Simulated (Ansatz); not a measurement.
Level of theory: PBE-D3(BJ)/def2-TZVP // B3LYP-D3(BJ)/def2-SVP (Ansatz, a quantum-chemistry and plane-wave program). Isolated molecules, 0 K electronic values unless said otherwise. One relaxed conformer stands for a flexible species; it need not be the lowest.  In the def2 sets, heavy atoms carry core potentials.

Reference species (SMILES): `CC(C)(C)[Te]O` (C–C–Te–O torsion 58°, C–Te–O–H torsion 94°) (neutral, multiplicity 1).

The adiabatic ionisation energy (no zero-point term) comes out as 7.42 eV and the HOMO is -4.87 eV. The vertical ionisation energy (Delta-SCF) is 7.81 eV and the hole reorganisation energy (four-point) comes out as 0.640 eV.

After one change: the adiabatic ionisation energy (no zero-point term) increases by 0.25 eV; the HOMO falls by 0.16 eV; the vertical ionisation energy (Delta-SCF) rises by 0.13 eV; the hole reorganisation energy (four-point) decreases by 0.175 eV.

Task: Which change was made? The new species is one of these.
A. `O[Te]Cc1ccccc1`
B. `C=C[Te]O` (C–C–Te–O torsion -3°, C–Te–O–H torsion -87°)
C. `O[Te]CC(F)(F)F` (H–O–Te–C torsion -81°, O–Te–C–C torsion 80°)
D. `O[Te]C1CCCC1` (H–O–Te–C torsion -89°, O–Te–C–C torsion 46°)

Result: B, `C=C[Te]O` (C–C–Te–O torsion -3°, C–Te–O–H torsion -87°)
